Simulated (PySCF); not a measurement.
A species of formula C7H8O has this rotational fingerprint, computed with B3LYP/def2-SVPD in PySCF (dipole) on a GFN2-xTB geometry, gas phase:

| Quantity | Value |
| --- | --- |
| Rotational constants | A = 4284, B = 1463, C = 1158 MHz |
| Dipole components | \|μa\| = 1.82 D, \|μb\| = 0.36 D, \|μc\| = 0.01 D |
| Inertial defect | -26.93 u·Å² |
| κ | -0.80 |

Question: Which structure is it? (One computed conformer of each.)
A. `[CH3:1][c:2]1[cH:3][cH:4][cH:5][cH:6][c:7]1[OH:8]` with C6–C7–O8–H 180°
B. `[CH2:1]=[C:2]1[CH:3]=[C:4]1[O:5][CH:6]1[CH2:7][CH2:8]1` with C3–C4–O5–C6 -179°, C4–O5–C6–C7 -128°
C. `C1[C@H](C)[C@@H](C1=O)C#C`

Answer: B. It is C=C1C=C1OC1CC1, an asymmetric top, point group C1. The candidates at the same level (rigid rotor, commonest isotopes):

| SMILES | A (MHz) | B (MHz) | C (MHz) | μa (D) | μb (D) | μc (D) | Δ (u·Å²) | point group | rotor |
| --- | --- | --- | --- | --- | --- | --- | --- | --- | --- |
| Cc1ccccc1O | 3283 | 2227 | 1338 | 0.95 | 1.41 | 0.00 | -3.17 | Cs | asymmetric top |
| C#C[C@@H]1C(=O)C[C@@H]1C | 2543 | 2199 | 1330 | 1.31 | 2.88 | 0.64 | -48.66 | C1 | asymmetric top |
| C=C1C=C1OC1CC1 | 4284 | 1463 | 1158 | 1.82 | 0.36 | 0.01 | -26.93 | C1 | asymmetric top |

`Cc1ccccc1O` has B 52 % too high; `C#C[C@@H]1C(=O)C[C@@H]1C` has B 50 % too high. No structure here is proved a minimum.
